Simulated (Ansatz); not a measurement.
Reaction (ligand exchange at the Si–C bond): `C=C[SiH3]` + `NBS` → `[SiH3]NBS` + `C=C`

Computed with Ansatz on PBE0-D4/def2-TZVP structures; ΔE is electronic, products minus reactants. CBS: MP2 limit from def2 TZ/QZ plus the TZ coupled-cluster correction, frozen cores. This one scheme is used for every species. DFT in def2-TZVPP. B3LYP here is the variant with VWN-RPA as its local correlation; programs differ in this. HSE06 is defined as in plane-wave codes. One conformer a species, not always the lowest.

| level | ΔE (kcal/mol) | difference from CCSD(T)/CBS |
| --- | --- | --- |
| LDA (SPW92) | -7.8 | 2.8 |
| revPBE-D4 | -8.2 | 2.4 |
| B3LYP-D4 | -10.1 | 0.5 |
| r2SCANh-D4 | -9.6 | 1.0 |
| r2SCAN0-D4 | -9.9 | 0.7 |
| BLYP | -9.2 | 1.4 |
| PBE0 | -8.6 | 2.0 |
| HSE06 | -8.6 | 2.0 |
| MP2/def2-SVP | -10.1 | 0.5 |
| HF/def2-QZVPP | -12.3 | -1.7 |
| CCSD(T)/CBS | -10.6 | 0 |

Largest T1 diagnostic among the species: 0.012.

From BLYP to BHLYP (50 % exact exchange), in def2-TZVPP and without D4, ΔE moves by −1.6 kcal/mol. Leaving LDA and LC-ωPBE aside and taking each functional with its dispersion term where it has one, the values, not all of them listed here, spread over 3.0 kcal/mol, from BHLYP-D4 to PBE-D4.
